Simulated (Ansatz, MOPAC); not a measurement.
Diatomic CoF, multiplicity 5 (not the ground state: that is measured with 2S+1 = 3). No spin–orbit coupling. Co is treated without relativity.

Constants: fifth-degree fit in 1/R to seven points, most abundant isotopes. Runs in def2 and cc sets follow the lowest solution found near the PBE0 minimum.

Correlated levels freeze the inner cores; with def2 sets outer-core shells near the valence are correlated too. The state reached by PM6, PM7 isn't checked; PM7 holds dispersion and hydrogen-bond terms.

Codes used: Ansatz (a first-principles code); MOPAC for PM6, PM7 (differences of heats of formation). 

```
level               r_e (Å)  ω_e (cm⁻¹)  ω_e x_e (cm⁻¹)  dipole (D)
------------------  -------  ----------  --------------  ----------
PM6                   1.741         692             2.9           -
PM7                   1.789         682             3.3           -
SVWN5/def2-TZVPP      1.728         659             3.9        1.35
PBE/def2-TZVPP        1.777         612             3.7        1.72
r2SCAN/def2-TZVPP     1.768           ?             3.6        2.04
wB97X-V/def2-TZVPP    1.773         644             3.2        2.31
B2PLYP/def2-TZVPP     1.781         633             3.2           -
CCSD(T)/def2-TZVPP        ?           ?             3.2           -
```

Question: Some entries are withheld; supply them.

Answer: 
- CCSD(T)/def2-TZVPP, r_e (Å): 1.780
- CCSD(T)/def2-TZVPP, ω_e (cm⁻¹): 641
- r2SCAN/def2-TZVPP, ω_e (cm⁻¹): 646
